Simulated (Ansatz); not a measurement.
Species: sum formula SiHBr2, charge -1, multiplicity 1. It need not be the lowest isomer of its formula. Whether it binds its extra electron was not tested at this geometry. 
Geometry from a B3LYP-D3(BJ)/def2-TZVP (Ansatz, an electronic-structure program) optimisation:
SMILES: Br[SiH-]Br
```xyz
4

Si     0.0073    -1.2210     0.3748
Br    -1.8831     0.2691    -0.0225
Br     1.8808     0.2687    -0.0969
H     -0.0213    -1.7289    -1.0669
```
Charge -1, spin multiplicity 1.

Total electronic energies in hartree. Valence correlation only, unless marked. Spin-orbit coupling is left out. Frozen are the shells of the preceding noble gas and the d and f shells that filled before the atom's block. Non-relativistic. CBS marks a two-point X^-3 extrapolation of the correlation energy; Hartree-Fock from the larger set.

```tsv
level	program	energy (Eh)
B3LYP/def2-TZVPD	Ansatz	-5438.63250
PBE0-D4/def2-TZVP	Ansatz + dftd4	-5437.83597
r2SCANh-D4/def2-TZVPD	Ansatz + dftd4	-5438.49324
HSE06-D4/def2-TZVPD	Ansatz + dftd4	-5437.84195
B2PLYP-D3(BJ)/def2-TZVPD	Ansatz + dftd3	-5437.59891
RI-MP2/CBS(def2-TZVPPD,def2-QZVPPD)	Ansatz	-5435.1105
SCS-MP2/6-31G*	Ansatz	-5434.13088
SCS-MP2/def2-TZVPPD	Ansatz	-5434.92379
CCSD(T)/CBS(def2-TZVPPD,def2-QZVPPD)	Ansatz	-5435.1740
```

Totals of different functionals don't rank their quality; only differences between species are comparable.
